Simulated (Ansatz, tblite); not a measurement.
Cost and result up the ladder for `C[Si](C)(C)C#CC#Cc1ccc(C#Cc2ccc(C#Cc3ccc(C#Cc4ccc(C#Cc5ccc(C#Cc6ccc(C#C[Si](C)(C)C)cc6)cc5)cc4)cc3)cc2)cc1` (102 atoms). The state is a singlet with charge 0. Geometry: PBE-D4/def2-SVP.

Cartesian coordinates in Å:
```
C 13.780 21.225 2.600
Si 13.788 20.351 4.276
C 12.927 21.410 5.584
C 15.556 19.942 4.806
C 12.851 18.765 4.106
C 12.219 17.701 3.985
C 11.525 16.539 3.850
C 10.891 15.481 3.722
C 10.162 14.276 3.569
C 8.776 14.219 3.886
C 8.058 13.038 3.727
C 8.691 11.860 3.242
C 7.953 10.660 3.067
C 7.307 9.622 2.904
C 6.556 8.435 2.705
C 7.150 7.285 2.115
C 6.407 6.128 1.902
C 5.035 6.065 2.271
C 4.271 4.893 2.037
C 3.596 3.882 1.821
C 2.811 2.730 1.559
C 3.332 1.649 0.796
C 2.552 0.530 0.519
C 1.215 0.438 0.994
C 0.411 -0.693 0.695
C -0.299 -1.665 0.423
C -1.126 -2.771 0.098
C -2.412 -2.915 0.687
C -3.233 -3.989 0.355
C -2.808 -4.968 -0.585
C -3.654 -6.050 -0.939
C -4.400 -6.981 -1.255
C -5.267 -8.041 -1.626
C -4.923 -8.930 -2.681
C -5.782 -9.959 -3.055
C -7.024 -10.150 -2.390
C -7.906 -11.192 -2.778
C -8.680 -12.091 -3.120
C -9.575 -13.119 -3.516
C -10.796 -13.327 -2.818
C -11.678 -14.331 -3.211
C -11.379 -15.170 -4.318
C -12.284 -16.192 -4.723
C -13.073 -17.077 -5.074
Si -14.256 -18.396 -5.602
C -13.541 -20.075 -5.108
C -14.466 -18.295 -7.478
C -15.908 -18.098 -4.732
C -10.157 -14.964 -5.015
C -9.274 -13.960 -4.622
C -7.365 -9.266 -1.329
C -6.507 -8.235 -0.957
C -1.519 -4.828 -1.168
C -0.696 -3.756 -0.833
C 0.698 1.513 1.767
C 1.477 2.634 2.041
C 4.443 7.211 2.870
C 5.186 8.369 3.080
C 10.077 11.915 2.930
C 10.797 13.096 3.090
H 14.260 20.597 1.822
H 14.334 22.184 2.661
H 12.744 21.445 2.272
H 11.881 21.632 5.290
H 13.461 22.375 5.713
H 12.906 20.893 6.564
H 16.057 19.299 4.054
H 15.567 19.407 5.777
H 16.151 20.872 4.917
H 8.276 15.125 4.258
H 6.986 13.006 3.972
H 8.210 7.323 1.823
H 6.876 5.247 1.440
H 4.364 1.710 0.421
H 2.964 -0.297 -0.077
H -2.754 -2.161 1.410
H -4.227 -4.088 0.814
H -3.966 -8.791 -3.205
H -5.507 -10.638 -3.876
H -11.039 -12.683 -1.960
H -12.621 -14.484 -2.665
H -13.393 -20.137 -4.010
H -12.561 -20.249 -5.595
H -14.227 -20.894 -5.410
H -15.171 -19.075 -7.834
H -13.497 -18.445 -7.995
H -14.865 -17.305 -7.780
H -16.324 -17.106 -4.999
H -16.648 -18.872 -5.023
H -15.788 -18.133 -3.630
H -9.916 -15.608 -5.873
H -8.331 -13.809 -5.169
H -8.322 -9.405 -0.806
H -6.783 -7.555 -0.138
H -1.178 -5.580 -1.894
H 0.298 -3.656 -1.293
H -0.334 1.452 2.142
H 1.064 3.463 2.634
H 3.383 7.173 3.162
H 4.715 9.252 3.539
H 10.578 11.010 2.556
H 11.869 13.128 2.844
```

Ansatz on 11 threads of AMD EPYC 7R13 on a shared host and a whole NVIDIA H100 80GB HBM3; xTB runs through tblite on one thread. Times are rough, summed over both states, and most runs start from the orbitals of an earlier one. PBE0-D4/def2-TZVP serves as the yardstick here, not as an exact answer. The other state is a doublet.

The xTB rows come from tblite. Single mean-field runs in def2-TZVP are fitted with def2-universal-jkfit.

Raw xTB energies of ions are shifted by several eV.

| level | functions | wall time |
| --- | --- | --- |
| GFN2-xTB | 292 | 1.8 s |
| GFN1-xTB | 334 | 2 s |
| PBE-D4/def2-TZVP | 2124 | 37 s |
| PBE0-D4/def2-TZVP (with forces) | 2124 | 64 s |

Problem. Estimate what each level gives for the vertical IE (eV).

Solution. 
| level | vertical IE (eV) | difference from PBE0-D4/def2-TZVP (eV) |
| --- | --- | --- |
| GFN2-xTB | 10.68 | 4.25 |
| GFN1-xTB | 11.65 | 5.23 |
| PBE-D4/def2-TZVP | 5.97 | -0.45 |
| PBE0-D4/def2-TZVP (with forces) | 6.43 | 0.00 |
